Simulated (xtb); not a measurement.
HClO, charge +1, doublet, geometry from GFN2-xTB (a state made from the parent by changing its charge; the spin is typed, not shown lowest). Base run: GFN2-xTB (xtb).

xtb was given this input:
```
$ xtb mol.xyz --gfn 2 --chrg 1 --uhf 1 --json

# file mol.xyz
3

O     -0.04383216     1.02148558     0.01469068
H     -0.96672120     1.40203158     0.00503415
Cl     0.07749285    -0.56317154    -0.00720939
```

The base run was repeated with changes; each row names its change, and settings that it needs were set with it.

| change | ΔE vs base (mEh) | G_solv (kcal/mol) | SCF cycles |
|---|---|---|---|
| base | 0.000 | - | 13 |
| etemp = 10000 | -38.760 | - | 13 |
| acc = 0.0001 | 0.000 | - | 17 |
| etemp = 1000 | -0.299 | - | 13 |
| acc = 1000 | 0.103 | - | 6 |
| acc = 0.1 | 0.000 | - | 13 |
| alpb = thf | -102.3 | -66.45 | 12 |
| file = coord | 0.000 | - | 13 |
| acc = 30 | 0.000 | - | 10 |
| alpb = ether | -94.923 | -60.98 | 12 |

ALPB and GBSA are two models with their own fitted parameters for each solvent, which aren't always the measured dielectric constant.
